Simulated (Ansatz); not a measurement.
Ligand exchange: C2H10OSi2 + Ge(OH)4 → CH8O2Si2 + Ge(CH3)(OH)3

Gas-phase species: C2H10OSi2 `CO[SiH](C)[SiH3]`, singlet; Ge(OH)4, singlet; CH8O2Si2 `CO[SiH](O)[SiH3]`, singlet; Ge(CH3)(OH)3, singlet. The partners trade CH3 for OH: Si–CH3 and Ge–OH bonds give way to Si–OH and Ge–CH3.

Shapes, held fixed at every level: PBE0-D4/def2-TZVP. Flexible molecules stand in one conformer, not always the lowest. Programs: Ansatz 0.2.0. Electronic energies: no zero-point or thermal term.

```
               level                    kind  ΔE (kJ/mol)  less CCSD(T)/def2-TZVPP
r2SCAN-D4/def2-TZVPP                meta-GGA        -57.9                     -0.5
  wB97M-V/def2-TZVPP  range-separated hybrid        -60.5                     -3.1
  wB97X-V/def2-TZVPP  range-separated hybrid        -57.9                     -0.5
   B2PLYP/def2-TZVPP           double hybrid        -61.4                     -4.0
      MP2/def2-TZVPP     perturbation theory        -59.2                     -1.8
     CCSD/def2-TZVPP   coupled cluster or CI        -57.9                     -0.5
  CCSD(T)/def2-TZVPP   coupled cluster or CI        -57.4                      0.0
```

The highest level, CCSD(T)/def2-TZVPP, gives ΔE = -57.4 kJ/mol; the levels span -61.4 to -57.4. The column of differences is taken from that level and isn't an error. No measured value is set beside it here. Relativity is left out for Ge. Outer-core shells of Ge are correlated, in sets that cover them unevenly.
